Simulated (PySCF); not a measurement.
C2F3 (SMILES F[C]=C(F)F), doublet, geometry from GFN2-xTB; PySCF with CAMB3LYP/6-311G**.

Input for PySCF:
```python
from pyscf import gto, scf, dft

mol = gto.Mole()
mol.atom = '''
    C    -0.020970    0.188015    0.950683
    C     0.006310    0.221824   -0.350256
    F    -0.034822   -0.774284    1.829280
    F     0.015706    1.338809   -1.053298
    F     0.028890   -0.837751   -1.176267
'''
mol.basis = '6-311g**'
mol.charge = 0
mol.spin = 1
mol.verbose = 4
mol.build()

mf = dft.UKS(mol)
mf.xc = 'camb3lyp'
mf.kernel()
mf.analyze()
```

Output, abridged:

```
PySCF version 2.14.0

[INPUT] verbose = 4
[INPUT] num. atoms = 5
[INPUT] num. electrons = 39
[INPUT] charge = 0
[INPUT] spin (= nelec alpha-beta = 2S) = 1
[INPUT] symmetry False subgroup None
[INPUT] Mole.unit = angstrom
[INPUT] Symbol           X                Y                Z      unit          X                Y                Z       unit  Magmom
[...]
nuclear repulsion = 161.77410868736
number of shells = 40
number of NR pGTOs = 155
number of NR cGTOs = 90
basis = 6-311g**
ecp = {}

******** <class 'pyscf.dft.uks.UKS'> ********
method = UKS
initial guess = minao
damping factor = 0
level_shift factor = 0
DIIS = <class 'pyscf.scf.diis.CDIIS'>
diis_start_cycle = 1
diis_space = 8
diis_damp = 0
SCF conv_tol = 1e-09
SCF conv_tol_grad = None
SCF max_cycles = 50
direct_scf = True
direct_scf_tol = 1e-13
number electrons alpha = 20  beta = 19
XC library pyscf.dft.libxc version 7.1.2
    S. Lehtola, C. Steigemann, M. J. T. Oliveira, and M. A. L. Marques,  SoftwareX 7, 1–5 (2018)
XC functionals = camb3lyp
    T. Yanai, D. P. Tew, and N. C. Handy,  Chem. Phys. Lett. 393, 51 (2004)
radial grids:
    Treutler-Ahlrichs [JCP 102, 346 (1995); DOI:10.1063/1.469408] (M4) radial grids

becke partition: Becke, JCP 88, 2547 (1988); DOI:10.1063/1.454033
pruning grids: <function nwchem_prune>
grids dens level: 3
symmetrized grids: False
atomic radii adjust function: <function treutler_atomic_radii_adjust>
small_rho_cutoff = 0
Set gradient conv threshold to 3.16228e-05
tot grids = 71024
init E= -376.393280800674

cycle= 1 E= -375.481599042397  delta_E= 0.912  |g|= 0.563  |ddm|= 1.52
cycle= 2 E= -375.424488354044  delta_E= 0.0571  |g|= 0.747  |ddm|= 0.684
cycle= 3 E= -375.589035731139  delta_E= -0.165  |g|= 0.0559  |ddm|=  0.4
cycle= 4 E= -375.590001325562  delta_E= -0.000966  |g|= 0.0235  |ddm|= 0.0416
cycle= 5 E= -375.590252970161  delta_E= -0.000252  |g|= 0.0116  |ddm|= 0.0198
cycle= 6 E= -375.590350386589  delta_E= -9.74e-05  |g|= 0.00379  |ddm|= 0.0116
cycle= 7 E= -375.590396665015  delta_E= -4.63e-05  |g|= 0.00242  |ddm|= 0.00916
cycle= 8 E= -375.590421220536  delta_E= -2.46e-05  |g|= 0.00154  |ddm|= 0.00819
cycle= 9 E= -375.590428878599  delta_E= -7.66e-06  |g|= 0.000754  |ddm|= 0.00497
cycle= 10 E= -375.590430680373  delta_E= -1.8e-06  |g|= 0.000185  |ddm|= 0.00295
cycle= 11 E= -375.590430792919  delta_E= -1.13e-07  |g|= 0.000104  |ddm|= 0.000799
cycle= 12 E= -375.590430796452  delta_E= -3.53e-09  |g|= 5.26e-05  |ddm|= 9.6e-05
cycle= 13 E= -375.590430798099  delta_E= -1.65e-09  |g|= 1.46e-05  |ddm|= 8.8e-05
cycle= 14 E= -375.590430798152  delta_E= -5.37e-11  |g|= 7.29e-06  |ddm|= 1.15e-05
Extra cycle  E= -375.590430798152  delta_E= 2.27e-13  |g|= 8.46e-06  |ddm|= 1.03e-05
converged SCF energy = -375.590430798152  <S^2> = 0.76158277  2S+1 = 2.0115494
**** SCF Summaries ****
Total Energy =                        -375.590430798152113
Nuclear Repulsion Energy =             161.774108687360410
One-electron Energy =                 -840.841588280532051
Two-electron Energy =                  303.477048795019527
Two-electron Coulomb Energy =          345.600445635934307
DFT Exchange-Correlation Energy =      -42.123396840914751
**** MO energy ****
                             alpha | beta                alpha | beta
[...]
To work with the spin densities directly, `use mulliken_meta_spin()` only printing them here.

 ** Mulliken spin pop alpha/beta on meta-lowdin orthogonal AOs **
 ** Mulliken Spin Density (per AO)  **
spin_pop of  0 C 1s       -0.00001
spin_pop of  0 C 2s        0.19663
spin_pop of  0 C 3s        0.00522
spin_pop of  0 C 4s        0.00017
spin_pop of  0 C 2px       0.09013
spin_pop of  0 C 2py       0.45933
spin_pop of  0 C 2pz       0.17631
spin_pop of  0 C 3px       0.00011
spin_pop of  0 C 3py       0.00007
spin_pop of  0 C 3pz       0.00034
spin_pop of  0 C 4px      -0.00001
spin_pop of  0 C 4py       0.00000
spin_pop of  0 C 4pz       0.00000
spin_pop of  0 C 3dxy     -0.00018
spin_pop of  0 C 3dyz     -0.00032
spin_pop of  0 C 3dz^2     0.00041
spin_pop of  0 C 3dxz     -0.00047
spin_pop of  0 C 3dx2-y2   -0.00022
spin_pop of  1 C 1s        0.00000
spin_pop of  1 C 2s       -0.00192
spin_pop of  1 C 3s        0.00071
spin_pop of  1 C 4s        0.00005
spin_pop of  1 C 2px      -0.07941
spin_pop of  1 C 2py       0.01031
spin_pop of  1 C 2pz      -0.00185
spin_pop of  1 C 3px       0.00022
spin_pop of  1 C 3py       0.00035
spin_pop of  1 C 3pz       0.00104
spin_pop of  1 C 4px       0.00000
spin_pop of  1 C 4py       0.00000
spin_pop of  1 C 4pz       0.00004
spin_pop of  1 C 3dxy      0.00003
spin_pop of  1 C 3dyz      0.00068
spin_pop of  1 C 3dz^2     0.00012
spin_pop of  1 C 3dxz     -0.00005
spin_pop of  1 C 3dx2-y2   -0.00001
spin_pop of  2 F 1s       -0.00000
spin_pop of  2 F 2s        0.00252
spin_pop of  2 F 3s        0.00015
spin_pop of  2 F 4s        0.00000
spin_pop of  2 F 2px       0.00640
spin_pop of  2 F 2py       0.08441
spin_pop of  2 F 2pz       0.01738
spin_pop of  2 F 3px       0.00019
spin_pop of  2 F 3py       0.00065
spin_pop of  2 F 3pz       0.00053
spin_pop of  2 F 4px       0.00002
spin_pop of  2 F 4py       0.00010
spin_pop of  2 F 4pz       0.00004
spin_pop of  2 F 3dxy      0.00001
spin_pop of  2 F 3dyz      0.00001
spin_pop of  2 F 3dz^2    -0.00005
spin_pop of  2 F 3dxz     -0.00001
spin_pop of  2 F 3dx2-y2   -0.00001
spin_pop of  3 F 1s        0.00000
spin_pop of  3 F 2s        0.00035
spin_pop of  3 F 3s        0.00002
spin_pop of  3 F 4s        0.00000
spin_pop of  3 F 2px      -0.00856
spin_pop of  3 F 2py       0.00075
spin_pop of  3 F 2pz       0.00441
spin_pop of  3 F 3px      -0.00011
spin_pop of  3 F 3py       0.00001
spin_pop of  3 F 3pz      -0.00000
spin_pop of  3 F 4px      -0.00001
spin_pop of  3 F 4py       0.00001
spin_pop of  3 F 4pz      -0.00001
spin_pop of  3 F 3dxy      0.00000
spin_pop of  3 F 3dyz      0.00001
spin_pop of  3 F 3dz^2     0.00000
spin_pop of  3 F 3dxz      0.00000
spin_pop of  3 F 3dx2-y2    0.00000
spin_pop of  4 F 1s       -0.00000
spin_pop of  4 F 2s        0.00160
spin_pop of  4 F 3s       -0.00002
spin_pop of  4 F 4s        0.00000
spin_pop of  4 F 2px      -0.00801
spin_pop of  4 F 2py       0.00360
spin_pop of  4 F 2pz       0.03567
spin_pop of  4 F 3px      -0.00009
spin_pop of  4 F 3py       0.00005
spin_pop of  4 F 3pz       0.00013
spin_pop of  4 F 4px      -0.00001
spin_pop of  4 F 4py      -0.00001
spin_pop of  4 F 4pz       0.00003
spin_pop of  4 F 3dxy      0.00001
spin_pop of  4 F 3dyz      0.00001
spin_pop of  4 F 3dz^2     0.00000
spin_pop of  4 F 3dxz      0.00001
spin_pop of  4 F 3dx2-y2    0.00001
 ** Mulliken Spin Density (per atom)  **
spin density of  0 C =      0.92752
spin density of  1 C =     -0.06968
spin density of  2 F =      0.11233
spin density of  3 F =     -0.00314
spin density of  4 F =      0.03297
 ** Mulliken pop alpha/beta on meta-lowdin orthogonal AOs **
 ** Mulliken pop       alpha | beta **
In total            20.00000 | 19.00000
 ** Mulliken atomic charges   ( Nelec_alpha | Nelec_beta ) **
charge of  0C =      0.16067  (     3.38343      2.45590 )
charge of  1C =      0.45937  (     2.73547      2.80516 )
charge of  2F =     -0.15938  (     4.63585      4.52353 )
charge of  3F =     -0.22300  (     4.60993      4.61307 )
charge of  4F =     -0.23766  (     4.63532      4.60234 )
Dipole moment(X, Y, Z, Debye): -0.01165,  0.07208,  0.53536
```
